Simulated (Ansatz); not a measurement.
Born–Oppenheimer molecular dynamics of a periodic cell of 12 atoms, O (contents 6 O2, density as packed 1.41 g/cm³ with natural masses). It goes on from the last frame of an earlier run, with new velocities.

Level of theory: Ansatz, DFT PBE, scalar-relativistic, plane waves, PAW. Settings: accuracy low, cutoff 420 eV, k mesh 1x1x1, fermi-dirac smearing 0.05 eV, spin collinear.

* ensemble: NVE (velocity Verlet)
* time step: 1 fs
* steps asked: 400
* starting velocities drawn for: 700 K
* seed: 680735

Frames 10 fs apart, positions in Å.

Velocities at 120.0 fs (Å/ps):

```
O -5.91 -4.90 -2.44
O -2.90 6.40 -4.71
O 2.60 -9.75 6.06
O -3.87 2.44 4.62
O 2.51 5.10 5.14
O -2.28 -10.84 -16.58
O -2.69 4.63 5.71
O -5.89 -2.31 2.29
O 11.26 12.92 -1.88
O 5.53 -1.90 7.12
O -2.76 -5.83 -1.17
O 4.41 4.05 -4.16
```

```xyz
12
Lattice="6.0876 0.0000 0.0000 0.0000 6.0876 0.0000 0.0000 0.0000 6.0876" Properties=species:S:1:pos:R:3 time_fs=120.0 energy_less_start_eV=-0.129 T=792
O 1.371 1.854 3.479
O 0.766 1.711 2.426
O 3.972 3.774 4.101
O 3.635 4.838 3.607
O 6.056 4.470 2.500
O 5.806 5.490 1.872
O 1.296 4.218 0.256
O 2.178 4.972 0.639
O 5.394 1.159 4.939
O 4.699 0.495 5.749
O 4.348 2.709 0.835
O 3.184 2.314 0.917
12
Lattice="6.0876 0.0000 0.0000 0.0000 6.0876 0.0000 0.0000 0.0000 6.0876" Properties=species:S:1:pos:R:3 time_fs=130.0 energy_less_start_eV=-0.077 T=755
O 1.318 1.806 3.450
O 0.741 1.779 2.382
O 3.976 3.728 4.141
O 3.606 4.810 3.678
O 6.082 4.532 2.551
O 5.777 5.373 1.720
O 1.254 4.244 0.289
O 2.144 4.970 0.668
O 5.448 1.226 4.987
O 4.812 0.524 5.744
O 4.350 2.670 0.830
O 3.196 2.344 0.881
12
Lattice="6.0876 0.0000 0.0000 0.0000 6.0876 0.0000 0.0000 0.0000 6.0876" Properties=species:S:1:pos:R:3 time_fs=140.0 energy_less_start_eV=0.042 T=671
O 1.285 1.763 3.415
O 0.716 1.848 2.336
O 3.966 3.703 4.173
O 3.573 4.758 3.762
O 6.105 4.618 2.595
O 5.728 5.249 1.614
O 1.225 4.248 0.280
O 2.127 4.981 0.696
O 5.512 1.304 5.019
O 4.914 0.512 5.734
O 4.380 2.664 0.842
O 3.173 2.358 0.853
12
Lattice="6.0876 0.0000 0.0000 0.0000 6.0876 0.0000 0.0000 0.0000 6.0876" Properties=species:S:1:pos:R:3 time_fs=150.0 energy_less_start_eV=0.061 T=659
O 1.266 1.725 3.357
O 0.699 1.913 2.302
O 3.964 3.640 4.223
O 3.518 4.743 3.831
O 6.120 4.726 2.626
O 5.650 5.125 1.577
O 1.259 4.255 0.239
O 2.094 4.978 0.706
O 5.580 1.370 5.042
O 5.005 0.488 5.711
O 4.351 2.665 0.877
O 3.200 2.378 0.829
12
Lattice="6.0876 0.0000 0.0000 0.0000 6.0876 0.0000 0.0000 0.0000 6.0876" Properties=species:S:1:pos:R:3 time_fs=160.0 energy_less_start_eV=-0.053 T=739
O 1.274 1.690 3.291
O 0.678 1.974 2.263
O 3.935 3.634 4.249
O 3.476 4.672 3.920
O 6.128 4.840 2.657
O 5.541 5.016 1.595
O 1.303 4.227 0.148
O 2.093 5.001 0.719
O 5.623 1.402 5.093
O 5.114 0.480 5.645
O 4.373 2.695 0.931
O 3.167 2.374 0.809
12
Lattice="6.0876 0.0000 0.0000 0.0000 6.0876 0.0000 0.0000 0.0000 6.0876" Properties=species:S:1:pos:R:3 time_fs=170.0 energy_less_start_eV=-0.062 T=747
O 1.297 1.660 3.202
O 0.664 2.028 2.235
O 3.931 3.564 4.295
O 3.400 4.668 3.984
O 6.120 4.961 2.671
O 5.427 4.916 1.671
O 1.402 4.233 0.059
O 2.060 4.995 0.699
O 5.697 1.476 5.106
O 5.187 0.419 5.607
O 4.318 2.710 0.993
O 3.203 2.375 0.799
12
Lattice="6.0876 0.0000 0.0000 0.0000 6.0876 0.0000 0.0000 0.0000 6.0876" Properties=species:S:1:pos:R:3 time_fs=180.0 energy_less_start_eV=-0.074 T=756
O 1.341 1.631 3.106
O 0.649 2.079 2.205
O 3.890 3.573 4.314
O 3.355 4.588 4.066
O 6.101 5.084 2.683
O 5.315 4.832 1.777
O 1.478 4.217 -0.064
O 2.056 5.021 0.694
O 5.727 1.462 5.165
O 5.303 0.439 5.519
O 4.322 2.738 1.075
O 3.168 2.341 0.781
12
Lattice="6.0876 0.0000 0.0000 0.0000 6.0876 0.0000 0.0000 0.0000 6.0876" Properties=species:S:1:pos:R:3 time_fs=190.0 energy_less_start_eV=-0.005 T=708
O 1.393 1.609 2.995
O 0.644 2.122 2.187
O 3.889 3.508 4.346
O 3.272 4.588 4.120
O 6.063 5.203 2.684
O 5.227 4.777 1.913
O 1.570 4.250 -0.151
O 2.026 5.011 0.647
O 5.802 1.544 5.185
O 5.375 0.357 5.470
O 4.247 2.725 1.142
O 3.200 2.311 0.783
12
Lattice="6.0876 0.0000 0.0000 0.0000 6.0876 0.0000 0.0000 0.0000 6.0876" Properties=species:S:1:pos:R:3 time_fs=200.0 energy_less_start_eV=0.059 T=663
O 1.453 1.589 2.881
O 0.643 2.162 2.172
O 3.846 3.520 4.356
O 3.244 4.515 4.169
O 6.022 5.325 2.691
O 5.150 4.750 2.057
O 1.618 4.259 -0.256
O 2.014 5.034 0.630
O 5.832 1.494 5.236
O 5.494 0.402 5.390
O 4.222 2.716 1.231
O 3.167 2.238 0.762
12
Lattice="6.0876 0.0000 0.0000 0.0000 6.0876 0.0000 0.0000 0.0000 6.0876" Properties=species:S:1:pos:R:3 time_fs=210.0 energy_less_start_eV=0.090 T=640
O 1.513 1.577 2.767
O 0.653 2.195 2.166
O 3.848 3.463 4.374
O 3.201 4.519 4.170
O 5.972 5.439 2.696
O 5.095 4.756 2.207
O 1.637 4.298 -0.298
O 1.990 5.032 0.581
O 5.904 1.568 5.268
O 5.573 0.321 5.333
O 4.135 2.662 1.293
O 3.184 2.174 0.763
12
Lattice="6.0876 0.0000 0.0000 0.0000 6.0876 0.0000 0.0000 0.0000 6.0876" Properties=species:S:1:pos:R:3 time_fs=220.0 energy_less_start_eV=-0.005 T=706
O 1.569 1.570 2.660
O 0.671 2.225 2.166
O 3.818 3.462 4.378
O 3.229 4.472 4.139
O 5.924 5.553 2.704
O 5.049 4.781 2.349
O 1.590 4.308 -0.330
O 1.979 5.061 0.566
O 5.945 1.509 5.304
O 5.683 0.373 5.277
O 4.080 2.613 1.377
O 3.168 2.077 0.730
12
Lattice="6.0876 0.0000 0.0000 0.0000 6.0876 0.0000 0.0000 0.0000 6.0876" Properties=species:S:1:pos:R:3 time_fs=230.0 energy_less_start_eV=-0.023 T=719
O 1.617 1.566 2.571
O 0.695 2.256 2.169
O 3.815 3.415 4.395
O 3.255 4.472 4.068
O 5.873 5.659 2.706
O 5.022 4.824 2.473
O 1.507 4.331 -0.305
O 1.961 5.077 0.535
O 6.012 1.561 5.343
O 5.765 0.317 5.224
O 3.992 2.536 1.435
O 3.191 1.992 0.707
```

Of the whole run (400 fs, mean temperature of the second half 681 K): The conserved energy stayed within 0.63 meV per atom of its start (net change 0.13 meV per atom), so the integration is sound. A run of 0.4 ps of so small a system gives no equilibrium averages. Limits of this set-up: coarse k mesh, low accuracy level.

Time of the run: 11 min on 1 thread of INTEL(R) XEON(R) PLATINUM 8581C CPU @ 2.30GHz (Emerald Rapids) (shared host), peak memory 0.41 GiB.
